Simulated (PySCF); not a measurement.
Working out the ionisation energy of V

V [Ar] 3d3 4s2 (4F) → V⁺ [Ar] 3d4 (5D). Computed with PySCF 2.14 in def2-TZVP, with the non-relativistic Hamiltonian (point nucleus). Frozen: [Ar]. Energies in hartree (1 hartree = 27.21139 eV):

| part | V (lower) | V⁺ (upper) |
| --- | --- | --- |
| UHF | -942.872327 | -942.656164 |
| MP2 opposite-spin | -0.027498 | 0.000000 |
| MP2 same-spin | -0.021209 | -0.037364 |

What does Hartree-Fock give?

(-942.656164) − (-942.872327) = 0.216163 hartree = 5.882 eV.

What do MP2 and SCS-MP2 (6/5 opposite-spin, 1/3 same-spin) give?

The opposite-spin parts differ by 0.748 eV and the same-spin parts by -0.440 eV. MP2: 5.882 + (0.748) + (-0.440) = 6.190 eV. SCS-MP2: 5.882 + 1.2 × (0.748) + (-0.440)/3 = 6.633 eV.

Measured between the centres of the two terms (NIST): 6.732 eV, so MP2 (valence) is off by -0.542 eV.

The calculation is non-relativistic.

What remains against the reference includes basis incompleteness, the frozen core and correlation beyond second order.
